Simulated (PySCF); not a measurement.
A geometry optimisation, step by step.

CH7B2FN2.
SMILES with atom numbers: `[BH2:1][NH:2][B:3]([F:4])[NH:5][CH3:6]` (hydrogens: H7, H8 on B1; H9 on N2; H10 on N5; H11, H12, H13 on C6)

Method: PySCF 2.14.0, PBE0-D3(BJ)/def2-SVP geometry optimisation, gas phase; density fitting, grid level 1; the optimiser is geomeTRIC in internal coordinates, started from a GFN2-xTB structure with every atom displaced at random (about 0.01 Å). The frame can shift and turn from step to step; on so coarse a grid that alone can change the energy by a few meV, and forces under 0.02 eV/Å are noise.

Step 0: E = -8189.8726 eV, largest atomic force 1.963 eV/Å
```
atom  x, y, z in Å  |  force x, y, z in eV/Å
B1     -2.390   -0.224   -0.214   -0.398   1.469  -0.014
N2     -1.471    0.811   -0.075   -0.125   0.719   0.103
B3     -0.053    0.757    0.035    1.890   0.484   0.216
F4      0.641    1.942    0.165   -0.802  -0.765  -0.120
N5      0.715   -0.414    0.027   -0.028   0.428   0.160
C6      2.152   -0.514    0.146   -0.855  -0.381   0.286
H7     -2.046   -1.317   -0.260    0.550  -1.643  -0.055
H8     -3.530    0.086   -0.303   -0.671  -0.039  -0.017
H9     -1.813    1.770   -0.022   -0.143  -0.223  -0.076
H10     0.243   -1.294   -0.046   -0.290  -0.424  -0.064
H11     2.572    0.475    0.245    0.300   0.564  -0.012
H12     2.438   -1.099    1.039    0.075   0.006  -0.102
H13     2.547   -0.996   -0.745    0.498  -0.196  -0.304
```

Step 1: E = -8189.9676 eV, largest atomic force 0.838 eV/Å
```
atom  x, y, z in Å  |  force x, y, z in eV/Å
B1     -2.404   -0.209   -0.044    0.115  -0.211  -0.107
N2     -1.469    0.830   -0.019    0.120  -0.205   0.116
B3     -0.014    0.768   -0.039   -0.500  -0.140  -0.658
F4      0.595    1.916   -0.368    0.320   0.196   0.325
N5      0.718   -0.408    0.116   -0.060  -0.166   0.156
C6      2.151   -0.510    0.098    0.145   0.023  -0.035
H7     -2.026   -1.370   -0.058   -0.028   0.178   0.091
H8     -3.583    0.044   -0.098   -0.074   0.011   0.037
H9     -1.832    1.773   -0.086   -0.041   0.138   0.011
H10     0.212   -1.285    0.210    0.056   0.203   0.084
H11     2.587    0.500    0.100   -0.002  -0.062  -0.033
H12     2.537   -1.039    0.987   -0.018   0.017  -0.027
H13     2.532   -1.037   -0.797   -0.034   0.018   0.042
```

Step 2: E = -8189.9941 eV, largest atomic force 0.473 eV/Å
```
atom  x, y, z in Å  |  force x, y, z in eV/Å
B1     -2.361   -0.229   -0.066    0.001  -0.051   0.113
N2     -1.474    0.851   -0.053    0.144   0.273  -0.271
B3     -0.021    0.811   -0.099    0.171  -0.171   0.406
F4      0.670    1.954   -0.256   -0.310   0.052  -0.089
N5      0.689   -0.373    0.096    0.112  -0.163  -0.079
C6      2.121   -0.526    0.093   -0.009   0.037  -0.054
H7     -1.914   -1.359   -0.046   -0.070   0.037  -0.036
H8     -3.556   -0.042   -0.075    0.016   0.010  -0.011
H9     -1.867    1.788   -0.089   -0.032  -0.020  -0.003
H10     0.157   -1.226    0.220    0.007   0.000   0.005
H11     2.596    0.463    0.047   -0.015   0.003   0.000
H12     2.482   -1.029    1.005   -0.012   0.007   0.009
H13     2.481   -1.106   -0.775   -0.003  -0.013   0.010
```

Step 3: E = -8190.0074 eV, largest atomic force 0.347 eV/Å
```
atom  x, y, z in Å  |  force x, y, z in eV/Å
B1     -2.406   -0.211   -0.072   -0.022  -0.009   0.089
N2     -1.469    0.827   -0.062   -0.017  -0.073  -0.161
B3     -0.018    0.762   -0.079   -0.134   0.091   0.306
F4      0.612    1.941   -0.225    0.140  -0.041  -0.081
N5      0.718   -0.410    0.110   -0.024   0.121  -0.112
C6      2.153   -0.514    0.087    0.007  -0.032  -0.010
H7     -2.033   -1.365   -0.041    0.037  -0.003  -0.022
H8     -3.588    0.043   -0.096    0.001   0.003  -0.011
H9     -1.834    1.775   -0.106    0.037  -0.024  -0.001
H10     0.210   -1.275    0.242   -0.015  -0.037  -0.013
H11     2.594    0.490    0.028   -0.014   0.011   0.001
H12     2.544   -0.999    0.997    0.007   0.006   0.011
H13     2.520   -1.089   -0.782   -0.003  -0.014   0.003
```

Step 4: E = -8190.0136 eV, largest atomic force 0.093 eV/Å
```
atom  x, y, z in Å  |  force x, y, z in eV/Å
B1     -2.392   -0.213   -0.067    0.007  -0.008   0.010
N2     -1.469    0.838   -0.061    0.006   0.003  -0.021
B3     -0.018    0.777   -0.049   -0.043  -0.022  -0.080
F4      0.632    1.939   -0.233    0.017  -0.005   0.052
N5      0.708   -0.403    0.121   -0.008   0.024   0.003
C6      2.142   -0.519    0.084    0.012  -0.007   0.018
H7     -1.995   -1.358   -0.027   -0.002   0.001   0.011
H8     -3.578    0.021   -0.116    0.003   0.006   0.008
H9     -1.839    1.782   -0.122    0.002   0.006   0.003
H10     0.194   -1.266    0.244    0.003   0.004  -0.002
H11     2.587    0.483    0.032    0.002  -0.003  -0.009
H12     2.536   -1.014    0.988    0.011   0.006   0.003
H13     2.497   -1.089   -0.792   -0.010  -0.005   0.005
```

Step 5: E = -8190.0149 eV, largest atomic force 0.041 eV/Å
```
atom  x, y, z in Å  |  force x, y, z in eV/Å
B1     -2.392   -0.212   -0.066   -0.007   0.004   0.025
N2     -1.468    0.839   -0.071    0.009   0.005  -0.040
B3     -0.018    0.778   -0.058   -0.001  -0.006   0.016
F4      0.637    1.940   -0.220   -0.003   0.010   0.008
N5      0.707   -0.402    0.114    0.001  -0.010  -0.008
C6      2.141   -0.522    0.086   -0.001   0.002   0.004
H7     -1.995   -1.357   -0.017    0.003   0.000   0.001
H8     -3.577    0.023   -0.109    0.000   0.002   0.002
H9     -1.838    1.784   -0.130    0.001  -0.001  -0.003
H10     0.191   -1.265    0.234    0.001  -0.004  -0.007
H11     2.589    0.479    0.032    0.001  -0.002  -0.007
H12     2.531   -1.014    0.993    0.000   0.006   0.004
H13     2.498   -1.095   -0.787   -0.002  -0.007   0.005
```

Step 6: E = -8190.0157 eV, largest atomic force 0.056 eV/Å
```
atom  x, y, z in Å  |  force x, y, z in eV/Å
B1     -2.393   -0.206   -0.061    0.005   0.005   0.022
N2     -1.466    0.842   -0.085   -0.013   0.003  -0.026
B3     -0.017    0.776   -0.064    0.018   0.007   0.052
F4      0.642    1.939   -0.205   -0.003   0.010  -0.015
N5      0.705   -0.406    0.106    0.003  -0.009  -0.018
C6      2.139   -0.526    0.089   -0.005  -0.001   0.002
H7     -1.998   -1.350    0.002   -0.007  -0.007  -0.002
H8     -3.578    0.032   -0.101    0.002   0.000  -0.001
H9     -1.832    1.787   -0.149    0.001   0.000  -0.008
H10     0.188   -1.270    0.215   -0.001  -0.003  -0.010
H11     2.588    0.475    0.035    0.000  -0.002  -0.005
H12     2.523   -1.016    1.000   -0.002   0.004   0.005
H13     2.502   -1.102   -0.780    0.002  -0.008   0.005
```

Step 7: E = -8190.0164 eV, largest atomic force 0.078 eV/Å
```
atom  x, y, z in Å  |  force x, y, z in eV/Å
B1     -2.393   -0.195   -0.050   -0.021   0.022   0.000
N2     -1.462    0.848   -0.108   -0.001  -0.019   0.014
B3     -0.014    0.778   -0.071    0.058   0.022   0.048
F4      0.649    1.943   -0.186   -0.008   0.002  -0.023
N5      0.704   -0.408    0.088   -0.005  -0.034  -0.019
C6      2.138   -0.537    0.095   -0.014   0.018   0.001
H7     -2.010   -1.342    0.040    0.013   0.006  -0.001
H8     -3.576    0.051   -0.088   -0.008  -0.006  -0.002
H9     -1.825    1.793   -0.184   -0.004  -0.005  -0.013
H10     0.184   -1.272    0.176   -0.010  -0.004  -0.007
H11     2.594    0.461    0.043    0.002   0.001  -0.005
H12     2.506   -1.026    1.013   -0.004   0.002   0.004
H13     2.510   -1.118   -0.767    0.001  -0.006   0.003
```

Step 8: E = -8190.0168 eV, largest atomic force 0.033 eV/Å
```
atom  x, y, z in Å  |  force x, y, z in eV/Å
B1     -2.395   -0.184   -0.043    0.011   0.003  -0.009
N2     -1.458    0.852   -0.118   -0.015   0.008   0.029
B3     -0.009    0.776   -0.073    0.018   0.008   0.021
F4      0.659    1.939   -0.179   -0.010  -0.008  -0.015
N5      0.701   -0.416    0.079    0.005   0.005  -0.019
C6      2.135   -0.543    0.098   -0.002  -0.010   0.007
H7     -2.011   -1.330    0.062   -0.007  -0.003   0.002
H8     -3.578    0.063   -0.084    0.000  -0.001  -0.003
H9     -1.815    1.799   -0.204   -0.002   0.001  -0.012
H10     0.178   -1.279    0.153    0.000   0.004  -0.002
H11     2.590    0.455    0.048   -0.002  -0.003  -0.004
H12     2.495   -1.030    1.020    0.001   0.001   0.002
H13     2.514   -1.126   -0.760    0.003  -0.005   0.003
```

Step 9: E = -8190.0171 eV, largest atomic force 0.032 eV/Å
```
atom  x, y, z in Å  |  force x, y, z in eV/Å
B1     -2.394   -0.178   -0.039    0.015  -0.004  -0.012
N2     -1.456    0.858   -0.118   -0.013   0.002   0.029
B3     -0.007    0.779   -0.073    0.005   0.010  -0.007
F4      0.662    1.941   -0.180    0.004  -0.009  -0.003
N5      0.700   -0.415    0.074    0.000  -0.004  -0.012
C6      2.133   -0.551    0.099   -0.002   0.004   0.005
H7     -2.009   -1.323    0.072   -0.012  -0.003   0.004
H8     -3.577    0.069   -0.085    0.003   0.002  -0.001
H9     -1.813    1.804   -0.212    0.004   0.002  -0.007
H10     0.173   -1.276    0.143   -0.004   0.002   0.003
H11     2.594    0.444    0.049    0.001  -0.001  -0.003
H12     2.486   -1.037    1.025    0.000   0.002   0.002
H13     2.513   -1.139   -0.754   -0.002  -0.003   0.003
```

Step 10: E = -8190.0173 eV, largest atomic force 0.054 eV/Å
```
atom  x, y, z in Å  |  force x, y, z in eV/Å
B1     -2.394   -0.166   -0.036   -0.007  -0.004  -0.012
N2     -1.451    0.864   -0.114    0.019   0.005   0.014
B3     -0.001    0.780   -0.073   -0.037  -0.017  -0.035
F4      0.673    1.937   -0.185    0.003  -0.001   0.011
N5      0.699   -0.419    0.068    0.003   0.009  -0.001
C6      2.130   -0.561    0.101    0.007  -0.007   0.006
H7     -2.023   -1.315    0.083    0.009   0.009   0.005
H8     -3.575    0.089   -0.091   -0.001   0.004   0.002
H9     -1.803    1.811   -0.218    0.002   0.002   0.002
H10     0.165   -1.277    0.135    0.004   0.001   0.008
H11     2.596    0.432    0.045    0.000  -0.002  -0.002
H12     2.477   -1.041    1.032    0.003   0.002   0.001
H13     2.512   -1.157   -0.746   -0.004  -0.002   0.002
```

Step 11: E = -8190.0175 eV, largest atomic force 0.036 eV/Å
```
atom  x, y, z in Å  |  force x, y, z in eV/Å
B1     -2.395   -0.160   -0.037   -0.004  -0.006  -0.005
N2     -1.449    0.868   -0.112    0.013   0.003   0.001
B3      0.000    0.780   -0.074   -0.028  -0.011  -0.019
F4      0.677    1.936   -0.186    0.009   0.003   0.005
N5      0.698   -0.421    0.067    0.000   0.004   0.001
C6      2.129   -0.567    0.101    0.005  -0.001   0.002
H7     -2.024   -1.309    0.082    0.003   0.004   0.004
H8     -3.575    0.096   -0.093    0.001   0.004   0.002
H9     -1.799    1.816   -0.217    0.003   0.002   0.004
H10     0.162   -1.277    0.138    0.002  -0.001   0.006
H11     2.598    0.424    0.038    0.001  -0.001  -0.002
H12     2.475   -1.042    1.035    0.001   0.002   0.001
H13     2.508   -1.170   -0.742   -0.004  -0.002   0.001
```

Step 12: E = -8190.0178 eV, largest atomic force 0.021 eV/Å
```
atom  x, y, z in Å  |  force x, y, z in eV/Å
B1     -2.397   -0.142   -0.039    0.001  -0.006   0.007
N2     -1.443    0.879   -0.110   -0.001   0.003  -0.020
B3      0.004    0.778   -0.076    0.001  -0.002   0.011
F4      0.690    1.929   -0.190    0.005   0.005  -0.008
N5      0.695   -0.427    0.066   -0.005  -0.002   0.007
C6      2.125   -0.582    0.102    0.000   0.004  -0.005
H7     -2.034   -1.293    0.080   -0.003  -0.002  -0.001
H8     -3.576    0.123   -0.096    0.002   0.003   0.001
H9     -1.785    1.829   -0.216    0.002   0.002   0.006
H10     0.154   -1.279    0.147    0.000  -0.003   0.000
H11     2.601    0.405    0.019    0.001   0.000  -0.001
H12     2.470   -1.040    1.045   -0.001   0.001   0.001
H13     2.499   -1.204   -0.730   -0.001  -0.002   0.001
```

**Question.** Summarise the path.

**Answer.** The energy falls by 3.35 kcal/mol from step 0 to step 12; nine tenths of that is first reached at step 3. It falls at every step. The largest force goes from 1.963 to 0.021 eV/Å. Among the bonds B1–H7 changes most, from 1.146 to 1.213 Å; the atoms move by 0.038 Å rms after alignment.

**Question.** Follow the three bonds and two angles with the largest change from start to end.

**Answer.** 
```csv
step,E above end (kcal/mol),largest force (eV/Å),B1–H7 (Å),B3–F4 (Å),N2–B3 (Å),N2–B1–H8 (°),F4–B3–N5 (°)
0,3.35,1.963,1.146,1.379,1.424,116.6,116.3
1,1.16,0.838,1.221,1.340,1.457,119.9,120.8
2,0.54,0.473,1.215,1.345,1.454,120.5,118.5
3,0.24,0.347,1.212,1.344,1.453,119.9,120.3
4,0.10,0.093,1.213,1.344,1.452,120.1,119.7
5,0.07,0.041,1.213,1.344,1.452,120.1,119.5
6,0.05,0.056,1.213,1.345,1.451,120.1,119.5
7,0.03,0.078,1.213,1.345,1.451,119.9,119.5
8,0.02,0.033,1.213,1.345,1.451,120.1,119.6
9,0.02,0.032,1.213,1.345,1.452,120.2,119.7
10,0.01,0.054,1.213,1.345,1.452,120.1,119.8
11,0.01,0.036,1.213,1.344,1.452,120.1,119.7
12,0.00,0.021,1.213,1.345,1.452,120.1,119.7
```

The cost below is that of the whole optimisation. Time: 64 s wall; peak memory 0.51 GiB. Hardware: one thread, Arm Neoverse V1 (aarch64), shared host with 32 logical CPUs at a one-minute load of 19.
